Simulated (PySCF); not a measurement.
trichloroethylene cation (C₂HCl₃), SMILES ClC=C(Cl)Cl (connectivity only; charge and spin as stated), charge +1, multiplicity 2. Atoms are numbered in the order given.

```xyz
6

Cl     0.3426     2.2228     0.0000
C      0.9134     0.6673     0.0000
C      0.0699    -0.4679     0.0000
Cl    -1.5995    -0.3404     0.0000
Cl     0.7922    -1.9839     0.0000
H      2.0003     0.5269     0.0000
```
Charge +1, spin multiplicity 2.

Geometry optimised at B3LYP-D3(BJ)/def2-SVP. The multiplicity is an assumed one; other spin states were not compared.

All values below come from PBE0/pcH-1 (PySCF).

Unrestricted Kohn–Sham, ⟨S²⟩ = 0.752. Hyperfine tensors hold the contact and dipolar terms, without spin-orbit corrections.

Computed hyperfine couplings:
```csv
nucleus,A(iso) (MHz),A(iso) (G),dipolar principal values (MHz)
35Cl no. 1,7.9,2.8,"-42.6, -38.1, 80.7"
13C no. 2,29.6,10.6,"-35.4, -33.7, 69.1"
13C no. 3,6.3,2.2,"-22.6, -20.1, 42.7"
35Cl no. 4,4.1,1.5,"-24.7, -22.1, 46.8"
35Cl no. 5,5.7,2.0,"-30.9, -28.0, 58.9"
1H no. 6,-32.4,-11.5,"-14.8, -4.2, 19.0"
```

**Question.** And the g tensor (effective nuclear charges for spin-orbit coupling, GIAO)? (An estimate is asked for; the answer gives what the named calculation found.)

**Answer.** principal values 2.0015, 2.0223, 2.0309; isotropic 2.0182.
